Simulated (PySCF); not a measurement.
H4NSi, SMILES [NH][SiH3], multiplicity 2.

Coordinates come from a B3LYP-D3(BJ)/def2-TZVP optimisation. A frequency run showed that this geometry is not a minimum. The isomer is the one that the SMILES or the coordinates give; other isomers of the formula were not compared.

All values below come from PBE0/def2-TZVPD in PySCF.

Computed frontier levels, dipole moment and polarisability:
```yaml
"α spin, highest occupied and lowest empty level": -8.55 and -0.06 eV
"β spin, highest occupied and lowest empty level": -8.05 and -3.44 eV
dipole_moment: 1.33 D
quadrupole, principal values (traceless, Buckingham form, about the centre of nuclear charge): -4.79, 0.33, 4.46 D·Å
mean_static_polarisability: 38.1 bohr³ (5.65 Å³)
polarisability_principal_values: 34.8, 36.5, 43.0 bohr³
"⟨S²⟩": 0.755 (pure state 0.75)
```
